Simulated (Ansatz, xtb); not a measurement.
System: YF2, charge 0, multiplicity 2. The spin state was set by rule; other spins were not relaxed. 
Coordinates optimised at B3LYP-D3(BJ)/def2-TZVP (Ansatz, a program for electronic structure):
```xyz
3

Y      0.2781     0.1657     0.0593
F     -1.0319     0.7780    -1.2933
F     -0.1730    -1.4962     1.0364
```
Charge 0, spin multiplicity 2.

Harmonic wavenumbers from GFN2-xTB (xtb, at its own minimum), cm⁻¹: 118, 230, 261.

Give the harmonic wavenumbers at B3LYP-D3(BJ)/def2-TZVP (Ansatz, finite differences of forces, unscaled).

124, 592, 596 cm⁻¹. Zero-point energy 1.9 kcal/mol.

From these and the geometry, give the ideal-gas thermochemistry at 298.15 K and 1 atm (rigid rotor, harmonic oscillator).

Point group C2v, rotational symmetry number 2. Rotational constants 17.48, 4.693, 3.7 GHz. S(trans) 40.43, S(rot) 23.10, S(vib) 3.95, S(elec, spin only) 1.38, S 68.9 cal/(mol K). H(298) - H(0) 3.01 kcal/mol; G - E(el) -15.6 kcal/mol.
